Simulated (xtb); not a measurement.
Cl2MoO2, triplet, geometry from GFN2-xTB (such geometries of metal compounds can be far from the true shape) (the multiplicity is a formal guess). Base run: xtb with GFN2-xTB.

Geometry (Å):
```xyz
5

Mo     0.5463    -0.1020     0.1804
O      1.6368    -0.6349    -0.9181
O      0.9021     0.1607     1.7566
Cl    -0.9379     1.5172    -0.7090
Cl    -1.6066    -1.0419    -0.1314
```
Charge 0, spin multiplicity 3.
All else is at xtb's defaults.
Base energy -19.31493 Eh.

The base run was repeated with changes; each row names its change, and settings that it needs were set with it.

```
change          ΔE vs base (kJ/mol)  dipole (D)  G_solv (kcal/mol)  SCF cycles
--------------  -------------------  ----------  -----------------  ----------
base                           0.00        3.49                  -          22
etemp = 1000                  -5.15        3.19                  -          17
gbsa = toluene                -26.5        4.39              -7.28          21
acc = 30                       0.00        3.49                  -          17
alpb = water                 -22.72        4.67              -7.44          19
alpb = dmf                    -35.9        3.71              -8.67          24
```

ALPB and GBSA are two models with their own fitted parameters for each solvent, which aren't always the measured dielectric constant.
